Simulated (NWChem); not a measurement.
System: diselenium (Se$_{2}$, triplet); SMILES [Se]=[Se]

The following NWChem deck was run.

```
start job
memory heap 200 mb stack 900 mb global 1100 mb
geometry units angstroms noautoz
  Se     0.000000     0.000000     1.083866
  Se     0.000000     0.000000    -1.083866
end
basis spherical
  * library cc-pvdz
end
dft
  odft
  mult 3
  xc pbe0
  iterations 150
  mulliken
end
task dft energy
```

Parts of the log:

```
             Northwest Computational Chemistry Package (NWChem) 7.3.0
             --------------------------------------------------------

 ORDER OF PRIMARY AXIS IS BEING SET TO 4
 D4H symmetry detected

                             Geometry "geometry" -> ""
                             -------------------------

 Output coordinates in angstroms (scale by  1.889725989 to convert to a.u.)

  No.       Tag          Charge          X              Y              Z
 ---- ---------------- ---------- -------------- -------------- --------------
    1 Se                  34.0000     0.00000000     0.00000000     1.08386600
    2 Se                  34.0000     0.00000000     0.00000000    -1.08386600

 Effective nuclear repulsion energy (a.u.)     282.1976608933

      Symmetry information
      --------------------

 Group name             D4h
 Group number             28
 Group order              16
 No. of unique centers     1

                                 NWChem DFT Module
                                 -----------------

 Summary of "ao basis" -> "ao basis" (spherical)
 ------------------------------------------------------------------------------
       Tag                 Description            Shells   Functions and Types
 ---------------- ------------------------------  ------  ---------------------
 Se                         cc-pvdz                 11       27   5s4p2d

      Symmetry analysis of basis
      --------------------------

        a1g        11
        a1u         0
        a2g         0
        a2u        11
        b1g         2
        b1u         2
        b2g         2
        b2u         2
        eg         12
        eu         12

            General Information
            -------------------
          SCF calculation type: DFT
          Wavefunction type:  spin polarized.
          No. of atoms     :     2
          No. of electrons :    68
           Alpha electrons :    35
            Beta electrons :    33
          Charge           :     0
          Spin multiplicity:     3
          Use of symmetry is: on ; symmetry adaption is: on
          Maximum number of iterations: 150
          AO basis - number of functions:    54
                     number of shells:    22
          Convergence on energy requested:  1.00D-06
          Convergence on density requested:  1.00D-05
          Convergence on gradient requested:  5.00D-04

              XC Information
              --------------
                         PBE0 Method XC Functional
                     Hartree-Fock (Exact) Exchange  0.250
          PerdewBurkeErnzerhof Exchange Functional  0.750
            Perdew 1991 LDA Correlation Functional  1.000 local
           PerdewBurkeErnz. Correlation Functional  1.000 non-local

             Grid Information
             ----------------
          Grid used for XC integration:  medium
          Radial quadrature: Mura-Knowles
          Angular quadrature: Lebedev.
          Tag              B.-S. Rad. Rad. Pts. Rad. Cut. Ang. Pts.
          ---              ---------- --------- --------- ---------
          Se                  1.15      112           8.0       590
          Grid pruning is: on
          Number of quadrature shells:   112
          Spatial weights used:  Erf1

      Superposition of Atomic Density Guess
      -------------------------------------

 Sum of atomic energies:       -4799.55866183

      Non-variational initial energy
      ------------------------------

 Total energy =   -4799.698851
 1-e energy   =   -7248.901009
 2-e energy   =    2167.004498
 HOMO         =      -0.182906
 LUMO         =      -0.182906

 !!!!!!!!!!!!!!!!!!!!!!!!!!!!!!!!!!!!!!!!!!!!!!!!!!!!!!!!!!!!!!!!!!!!!!
 Warning - the HOMO and LUMO are degenerate and you are using symmetry.
 This can lead to non-variational energies and poor convergence.
 Modify the initial guess, or use an open-shell wavefunction, or turn
 off symmetry.
 !!!!!!!!!!!!!!!!!!!!!!!!!!!!!!!!!!!!!!!!!!!!!!!!!!!!!!!!!!!!!!!!!!!!!!

   Symmetry analysis of molecular orbitals - initial alpha
   -------------------------------------------------------

 !! scf_movecs_sym_adapt:    8 vectors were symmetry contaminated

  Symmetry fudging

 !! scf_movecs_sym_adapt:    6 vectors were symmetry contaminated

  Numbering of irreducible representations:

     1 a1g         2 a1u         3 a2g         4 a2u         5 b1g
     6 b1u         7 b2g         8 b2u         9 eg         10 eu

  Orbital symmetries:

     1 a1g         2 a2u         3 a2u         4 a1g         5 a2u
     6 a1g         7 eg          8 eg          9 eu         10 eu
    11 a1g        12 a2u        13 a1g        14 a2u        15 eu
    16 eu         17 eg         18 eg         19 a1g        20 eu
    21 eu         22 eg         23 eg         24 a2u        25 b1g
    26 b2g        27 b2u        28 b1u        29 a1g        30 a2u
    31 a1g        32 eu         33 eu         34 eg         35 eg
    36 a2u        37 a1g        38 a1g        39 eu         40 eu
    41 a2u        42 eu         43 eu         44 eg         45 eg

   Symmetry analysis of molecular orbitals - initial beta
   ------------------------------------------------------

 !! scf_movecs_sym_adapt:    8 vectors were symmetry contaminated

  Symmetry fudging

 !! scf_movecs_sym_adapt:    6 vectors were symmetry contaminated

  Numbering of irreducible representations:

     1 a1g         2 a1u         3 a2g         4 a2u         5 b1g
     6 b1u         7 b2g         8 b2u         9 eg         10 eu

  Orbital symmetries:

[...]
```

Level: PBE0/cc-pVDZ, spin-unrestricted. Geometry: optimised at PBE0/def2-SVP, spin-unrestricted. No stability test was run on the SCF state.
